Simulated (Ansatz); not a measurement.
Geometry optimisation, Ansatz 0.2.0, RKS PBE0-D4/def2-SVP.

input.yaml

```yaml
crystal:
  periodic: [false, false, false]
  atoms:
    - { symbol: Si, position_ang: [0.120121, 0.043425, 0.175638] }
    - { symbol: H, position_ang: [0.11048, -0.275767, 1.598772] }
    - { symbol: "N", position_ang: [1.866666, 0.21784, 0.197996] }
    - { symbol: H, position_ang: [2.36804, -0.325841, 0.891133] }
    - { symbol: H, position_ang: [2.441087, 0.40765, -0.617145] }
    - { symbol: "N", position_ang: [-0.623911, 1.418494, -0.495438] }
    - { symbol: H, position_ang: [-1.541372, 1.373483, -0.91892] }
    - { symbol: H, position_ang: [-0.347488, 2.355331, -0.234523] }
    - { symbol: F, position_ang: [-0.536525, -1.191116, -0.655313] }
basis:
  gaussian: { orbitals: def2-SVP }
hamiltonian:
  xc: pbe0
  dispersion: d4
relax:
  f_tol: 0.03
  max_steps: 50
```

Command:

```bash
$ ansatz run input.yaml --threads 2 --pin off --max-ram 3072MiB --backend cpu --events-out ev --progress --plain --runs-dir out
```

Problem. Where does it end, and by what steps?

Solution. The run converged. After 6 steps the energy has fallen by 0.210 eV; H2 moved furthest, 0.29 Å.

```csv
step,energy less start (eV),largest force component (eV/Å),accepted
0,0.0000,1.955,yes
1,-0.1718,0.929,yes
2,-0.1970,0.178,yes
3,-0.1897,0.557,no
4,-0.2084,0.064,yes
5,-0.2098,0.066,yes
6,-0.2102,0.011,yes
```

```xyz
9
Properties=species:S:1:pos:R:3
Si 0.157 0.031 0.235
H -0.178 -0.292 1.649
N 1.852 0.216 0.177
H 2.459 -0.304 0.799
H 2.322 0.485 -0.679
N -0.543 1.402 -0.511
H -1.487 1.368 -0.874
H -0.272 2.338 -0.236
F -0.452 -1.220 -0.617
```

Whether the end is a true minimum wasn't checked by a vibrational analysis.

Time of the run: 11 s on 2 threads of Arm Neoverse V2, with other jobs on the host, peak memory 0.16 GiB.
